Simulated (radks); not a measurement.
All-electron atom: the potassium ion K11+ in [He] 2s2 2p4.

Method: scalar-relativistic Kohn-Sham, r2SCAN, spin-polarised, spherical densities, finite nucleus; open shells are filled with parallel spins first; meta-GGA in the generalised Kohn-Sham scheme; Fermi nuclear charge, rms radius 3.4349 fm; computed with a radial shooting solver on a logarithmic mesh with Libxc functionals.

Energy parts (eV):
total: -14542.459
kinetic: 14647.162
electron-nucleus: -31692.984
Hartree: 3161.349
exchange-correlation: -657.986

Orbitals (lengths in bohr, moments of r in powers of bohr; <r^-3> diverges for s and p1/2; r(max) is where P^2 peaks):
orbital,occ.,eigenvalue (eV),r(max),<1/r>,<r^-3>,<r^2>
1s up,1,-3921.357,0.05301,18.73,-,0.008809
1s down,1,-3913.158,0.05296,18.76,-,0.008763
2s up,1,-680.0014,0.3074,4.048,-,0.1569
2s down,1,-666.3916,0.3091,4.000,-,0.1596
2p up,3,-614.4015,0.2501,3.949,179.6,0.1274
2p down,1,-597.3812,0.2526,3.910,175.9,0.1308

The highest occupied level is 2p down at -597.38 eV. The density falls to 0.001 e/bohr^3 at r = 1.14 bohr. Summed over all electrons, <r^2> = 0.8471 bohr^2, which gives a Langevin (diamagnetic) susceptibility term of -0.671 x 10^-6 cm^3/mol.
